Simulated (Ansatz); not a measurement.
C3H8AlCl at its PBE0-D4/def2-TZVP geometry, where that method's forces vanish. Charge 0, multiplicity 1. The bonds changed during the relaxation, so this is another structure than the one it started from.

```xyz
13

C     0.7169    0.4237   -1.7655
C     0.6127   -0.3700   -0.4742
C    -0.0586    0.3351    0.6689
Al   -1.0316   -0.5434    2.1357
Cl   -1.8825    0.6801    0.2448
H     1.2638   -0.1353   -2.5279
H     1.2380    1.3710   -1.6032
H    -0.2739    0.6510   -2.1649
H     1.6195   -0.6071   -0.1037
H     0.1271   -1.3342   -0.6541
H     0.3346    1.3395    0.8310
H    -1.3043    0.2708    3.4652
H    -1.3616   -2.0812    1.9480
```

**Question.** What forces (eV/Å) does r2SCAN-D4/def2-TZVPP give on these atoms in Ansatz? (An estimate is asked.)

**Answer.** The calculation gave: 
```
C1   0.023  0.073 -0.141
C2   0.003 -0.091  0.022
C3   0.266 -0.028  0.172
Al4 -0.056 -0.002  0.010
Cl5 -0.267  0.037 -0.046
H6  -0.010  0.014  0.007
H7  -0.010 -0.014  0.001
H8   0.018 -0.007  0.011
H9   0.003  0.002  0.011
H10  0.002 -0.002  0.000
H11  0.006  0.007 -0.028
H12  0.010 -0.019 -0.023
H13  0.013  0.028  0.005
```
